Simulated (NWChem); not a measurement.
Molecule: SiH2I, doublet; SMILES [SiH2]I

Results from NWChem. Spin-unrestricted. In the optimisation the excess spin sits in a' (Cs, its own frame). Coordinates come from a PBE0/def2-SVP, spin-unrestricted optimisation. No stability test was run on the SCF state. def2 effective core potentials on I; no spin-orbit coupling. Level TPSS/def2-SVP: single points from the atomic guess with DIIS by default; each run changes one setting, and all converged runs end within 0.3 mHa of each other. NWChem's automatic level shift, which a small gap switches on, acted in some of these runs.

Which setting needs the most SCF iterations, or fails (no DIIS, 40 % damping; core-Hamiltonian guess; no level shifting; defaults; DIIS on 3 Fock matrices)?

core-Hamiltonian guess, with 35 against 8 for the defaults.
```
setting                  SCF iterations
-----------------------  --------------
defaults                              8
no DIIS, 40 % damping                21
core-Hamiltonian guess               35
no level shifting                     8
DIIS on 3 Fock matrices               8
```
